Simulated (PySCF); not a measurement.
# Reading the logs of faulty runs: H4NOSi2

Calculated results; nothing here was measured. They come from PySCF 2.14.0, an open-source quantum chemistry program, on an isolated molecule that a program drew, which may never have been made. The molecule is H4NOSi2 (charge 0, doublet), drawn as the SMILES string `N[Si](=O)[SiH2]`.

Each row is a Hartree-Fock (HF) and frozen-core CCSD(T) single point in the cc-pV(D+d)Z basis, meant for a local HF minimum. Run 1 is clean. Each other run has one planted mistake out of seven kinds, and not every kind appears here: one electron removed, one electron added, multiplicity raised by two, geometry at a saddle point, minimal basis STO-3G, one bond length entered in bohr, all coordinates scaled. The reference is restricted for singlets and unrestricted otherwise, and also for a bond in bohr. Adding or removing an electron swaps singlet and doublet. Electrons count all cores. HOMO and LUMO are orbital energies over both spins, the gradient is its largest component, and the lowest frequency (negative if imaginary) is given only where the gradient is small. Bond lengths are over the 7 bonds as drawn. T1 is the CCSD diagnostic: over 0.02 (restricted) or 0.045 (unrestricted) a single reference is doubtful.

Geometry of the clean run:
```xyz
8
H4NOSi2, angstrom
N     1.1425    2.3894   -1.8493
Si    1.2688    1.2351   -0.6434
O     2.4043    1.1244    0.3301
Si   -0.4989   -0.2736   -0.7501
H     1.8422    3.0944   -1.9888
H     0.3693    2.4723   -2.4795
H    -1.7002    0.2466   -1.4429
H    -0.8397   -0.8934    0.5449
```

```
run  electrons  basis functions  <S^2>  HOMO (eV)  LUMO (eV)  gradient (hartree/bohr)  lowest frequency (cm^-1)  mean bond (Å)  longest bond (Å)      T1  HF (hartree)  CCSD(T) (hartree)               mistake
  1         47               94  0.761      -9.30       0.35                  2.1e-05                       141         1.4944             2.326  0.0198    -709.52163         -710.10311              no fault
  2         47               32  0.978      -4.85       5.94                  7.4e-02                         -         1.4944             2.326  0.0479    -701.01315         -701.23658  minimal basis STO-3G
  3         48               94  0.000      -1.29       8.17                  5.6e-02                         -         1.4944             2.326  0.0172    -709.53586         -710.14396    one electron added
  4         47               94  3.776      -4.67       0.19                  1.5e-01                         -         1.4944             2.326  0.0441    -709.36514         -709.90128                     ?
```

**Which mistake was planted in run 4, and what did it cost?**

Electrons, basis and geometry are unchanged, and <S^2> is 3.776, beside S(S+1) = 3.75 for a multiplicity of 4. So the mistake is: multiplicity raised by two. Subtracting run 1 and multiplying by 627.51 kcal/mol a hartree, the energy moved by 98.2 kcal/mol in HF and 126.7 kcal/mol in CCSD(T).

Cautions from the logs. Run 2: T1 is over the limit, so its CCSD(T) energy is less reliable.
